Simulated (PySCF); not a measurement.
**Electronic structure of Sn⁺ (tin, charge +1) at the UHF level**

Configuration: [Kr] 4d10 5s2 5p1, 2P determinant. Computed with PySCF 2.14 in def2-SVP with the def2 core potential (28 electrons), with scalar relativity through the core potential.

```
Total energy                                                  : -213.084290 hartree
One-electron energy                                           : -369.7474 hartree
Hartree (Coulomb) energy                                      : 173.5930 hartree
Exchange energy                                               : -16.9298 hartree
⟨S²⟩                                                          : 0.7592
⟨L²⟩                                                          : 2.027
Sum of ⟨r⟩                                                    : 25.70 bohr
Sum of ⟨r²⟩                                                   : 43.70 bohr²
Traceless quadrupole moment −½Σ⟨3z² − r²⟩ along its main axis : -4.09 e·bohr²
Time after the integrals                                      : 0.07 s of wall time on 1 thread of Neoverse-V1 (shared host)
```

```tsv
shell	electrons	mean orbital energy (eV)	spread (eV)	rms radius, mean of both spins (bohr)
4s α	1	-167.51	0	0.879
4s β	1	-167.39	0	0.879
4p α	3	-118.13	0.133	0.953
4p β	3	-118.01	0.519	0.953
4d α	5	-43.677	0.366	1.17
4d β	5	-43.557	0.594	1.17
5s α	1	-21.909	0	2.54
5s β	1	-19.906	0	2.54
5p α	1	-13.990	0	3.17
```

Energies and moments cover only the electrons outside the core potential.
